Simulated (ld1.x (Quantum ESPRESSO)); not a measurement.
Logarithmic derivatives: lead, TM

ld1.x (Quantum ESPRESSO) 7.5 input, shortened:

```
&input
   title='Pb', zed=82., rel=1, dft='PZ', iswitch=3,
   config='[Xe] 4f14 5d10 6s1.5 6p2.5'
 /
 &inputp
   pseudotype=2, tm=.true., lloc=0,
   nlcc=.false.
 /
3
5P  2  1   6.00   0.00  1.30  1.30  0.0
5D  3  2  10.00   0.00  1.30  1.30  0.0
5S  1  0   2.00   0.00  1.40  1.40  0.0
 &test
   configts(1)='5s2 5p6 5d10 6s1.5 6p2.5'
 /
```

Occupied shells without a wave of their own: 6p, 6s. They enter only through the test configuration that unscreens the potential.

The phase is arctan(r·u′/u) with u = r·R(r), unwrapped; energies in Ry, scanned from -13 to 5 Ry. A pole is an energy at which the radial function vanishes at the test radius. The pseudo phase is shifted by a multiple of π to meet the all-electron one at the reference energy, and phase errors are pseudo minus all-electron; the curves can meet again beyond the range given. Levels narrower than the energy grid can be missing from the lists of poles.

**Question.** For each channel, where are the poles, and over which energies does the pseudopotential scatter like the atom?

**Answer.**

```tsv
channel	radius (bohr)	reference energy (Ry)	poles, all-electron	poles, pseudo	unbroken range about the reference energy with phases within 0.05 rad	phase error 1 Ry above the reference energy (rad)
s	1.55	-10.68	-10.12	-12.05, 2.90	not even at the reference energy	-0.126
p	1.55	-6.39	-5.16	-7.07	not even at the reference energy	-0.159
d	1.55	-1.63	1.27	-0.61	not even at the reference energy	-0.231
```

A Bessel basis up to 400 Ry misses an occupied level by 1.26 Ry, so cutoffs and ghosts were not judged. The potential misses its own reference levels by up to 25.9 eV, so it is not fit for use.

Phases in the s channel:

```tsv
E (Ry)	all-electron	pseudo
-13.00	1.268	-0.438
-12.52	1.224	-1.389
-12.04	1.136	-1.573
-11.56	0.879	-1.648
-11.08	-0.519	-1.691
-10.60	-1.397	-1.721
-10.12	-1.571	-1.745
-9.64	-1.643	-1.766
-9.16	-1.683	-1.785
-8.68	-1.711	-1.805
-8.20	-1.733	-1.825
-7.72	-1.751	-1.847
-7.24	-1.768	-1.872
-6.76	-1.783	-1.900
-6.28	-1.799	-1.935
-5.80	-1.815	-1.977
-5.32	-1.831	-2.032
-4.84	-1.849	-2.106
-4.36	-1.869	-2.211
-3.88	-1.891	-2.370
-3.40	-1.916	-2.622
-2.92	-1.945	-3.011
-2.44	-1.980	-3.490
-1.96	-2.021	-3.889
-1.48	-2.072	-4.149
-1.00	-2.137	-4.312
-0.52	-2.221	-4.420
-0.04	-2.333	-4.496
0.44	-2.486	-4.553
0.92	-2.696	-4.596
1.40	-2.972	-4.632
1.88	-3.293	-4.661
2.36	-3.602	-4.687
2.84	-3.853	-4.710
3.32	-4.039	-4.730
3.80	-4.175	-4.749
4.28	-4.275	-4.767
4.76	-4.350	-4.785
```
